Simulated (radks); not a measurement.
Problem. The mean radii <r> (bohr) of the occupied orbitals of an atom or ion are listed with their occupations. All-electron calculation, non-relativistic Kohn-Sham, r2SCAN, spin-polarised, spherical densities, point nucleus; meta-GGA in the generalised Kohn-Sham scheme. Program: a radial shooting solver on a logarithmic mesh with Libxc functionals.

orbital  occ.      <r>
1s down     1  0.06420
1s up       1  0.06420
2s up       1   0.2956
2s down     1   0.2949
2p up       3   0.2611
2p down     3   0.2604
3s up       1   0.9106
3s down     1   0.9136
3p up       3   0.9709
3p down     3   0.9736
4s up       1    3.325
3d up       5    1.449

Name the element and its charge. Open shells, if any, are filled with parallel spins first.

Solution. Z = 24, chromium, charge 0: Cr in [Ar] 3d5 4s1. The 1s radius gives Z: for a bare nucleus <r> = 1.5/Z, 0.0625 bohr for Z = 24, and screening makes it slightly larger (0.06420 here). The occupations add up to 24, and the charge is Z minus that.
